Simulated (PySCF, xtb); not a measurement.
C3H4BN: which of two isomers lies lower

Structure a: `BC(=C)C#N`, a singlet. Structure b: `B/C=C/C#N`, a singlet. Both are isolated molecules in the gas phase, relaxed with B3LYP/def2-SVP; the shapes shown needn't be the lowest conformers.

a (Å):

```xyz
9

C    -2.0774   -0.9351   -0.8982
C    -2.4407   -2.2427   -0.9048
C    -2.9957    0.0579   -1.3969
B    -0.6803   -0.5125   -0.3564
N    -3.7127    0.8815   -1.7917
H    -0.3373    0.6395   -0.3416
H     0.0531   -1.3778    0.0505
H    -1.7511   -3.0032   -0.5286
H    -3.4125   -2.5841   -1.2766
```

b (Å):

| atom | x (Å) | y (Å) | z (Å) |
| --- | --- | --- | --- |
| C | -2.0730 | -1.4701 | -0.6123 |
| C | -2.1886 | -0.3741 | -1.4032 |
| C | -3.2164 | -0.1933 | -2.3833 |
| B | -0.9257 | -1.5823 | 0.4235 |
| N | -4.0437 | -0.0319 | -3.1830 |
| H | -0.1342 | -0.6757 | 0.5167 |
| H | -0.8141 | -2.5518 | 1.1294 |
| H | -2.8188 | -2.2637 | -0.7379 |
| H | -1.4690 | 0.4489 | -1.3181 |

Quicker runs give these differences E(b) − E(a): GFN2-xTB −0.26 kcal/mol; HF/STO-3G +1.06 kcal/mol (at GFN2-xTB geometries); r2SCAN-D4/def2-SVP −0.25 kcal/mol (at GFN2-xTB geometries).

Question: Which of the two would you expect CCSD(T)/def2-SVP + ΔMP2/def2-TZVPP electronic energies to favour?

Answer: CCSD(T)/def2-SVP + ΔMP2/def2-TZVPP gives E(b) − E(a) = +1.04 kcal/mol, favouring structure a, but this leans on the basis-set step: CCSD(T) alone gives +0.78 kcal/mol.

Level by level:

| level | geometry | E(b) − E(a) (kcal/mol) | departure from the last row (kcal/mol) | job, with rough time for the two |
| --- | --- | --- | --- | --- |
| GFN2-xTB | GFN2-xTB | −0.26 | −1.30 | optimisation, 0.084 s |
| HF/STO-3G | GFN2-xTB | +1.06 | +0.02 | single point, 2.2 s |
| r2SCAN-D4/def2-SVP | GFN2-xTB | −0.25 | −1.29 | single point, 20 s |
| B3LYP/def2-SVP | B3LYP/def2-SVP | −0.23 | −1.26 | optimisation, 4 min |
| HF/def2-SVP | B3LYP/def2-SVP | +1.85 | +0.82 | part of the CCSD(T) run |
| MP2/def2-SVP | B3LYP/def2-SVP | +0.56 | −0.48 | part of the CCSD(T) run |
| CCSD(T)/def2-SVP | B3LYP/def2-SVP | +0.78 | −0.26 | single point |
| CCSD(T)/def2-SVP + ΔMP2/def2-TZVPP | B3LYP/def2-SVP | +1.04 |  | single point, 86 s |

As drawn, both hold the same kinds of bond in the same numbers.

GFN2-xTB, r2SCAN-D4/def2-SVP, B3LYP/def2-SVP find them nearly level. The largest departure from CCSD(T)/def2-SVP + ΔMP2/def2-TZVPP is that of GFN2-xTB, 1.30 kcal/mol. The last row adds to CCSD(T) the change of the MP2 difference between the two basis sets, here +0.26 kcal/mol.

With harmonic frequencies from B3LYP/def2-SVP (ideal gas, rigid rotor, one conformer each, 298.15 K, 1 atm): on the last row, ΔE + ΔZPE = +0.97, ΔH = +1.07, ΔG = +0.92 kcal/mol.

The correlated steps freeze 5 core orbitals. Run with PySCF 2.14.0, xtb 6.7.1; the last row on 2 threads of Arm Neoverse V1 on a shared host.
